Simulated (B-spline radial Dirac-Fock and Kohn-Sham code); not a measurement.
How the levels of tantalum move as electrons are removed

Calculated with a B-spline atomic structure program, using Dirac-Fock energy differences between relaxed states, corrected for Breit and QED terms. Each ion is free and in its tabulated ground configuration. Electron correlation is not included.

Reference: Ta⁵²⁺, [Ar] 3d3, with K (1s) 70910.0 eV, L1 (2s) 15083.3 eV, L2 (2p1/2) 14559.4 eV, M1 (3s) 5696.6 eV. Shifts from it, in eV (a dash: the subshell is empty, belongs to an open shell averaged over j, or its hole state is left out as unreliable):

```csv
ion,configuration,K (1s),L1 (2s),L2 (2p1/2),M1 (3s)
Ta⁵³⁺,[Ar] 3d2,?,?,?,?
Ta⁵⁴⁺,[Ar] 3d1,+356.1,+339.8,+345.4,+250.8
Ta⁵⁵⁺,[Ne] 3s2 3p6,+537.7,+512.8,+521.3,+378.0
Ta⁵⁶⁺,[Ne] 3s2 3p5,+729.8,+675.0,+687.4,+491.6
Ta⁵⁷⁺,[Ne] 3s2 3p4,+923.9,+838.6,+855.2,+606.1
Ta⁵⁸⁺,[Ne] 3s2 3p3,+1120.0,+1003.5,–,+721.4
```

Task: Give the missing shifts for Ta⁵³⁺.

Result: K (1s) +176.8, L1 (2s) +168.9, L2 (2p1/2) +171.6, M1 (3s) +124.8 (eV).
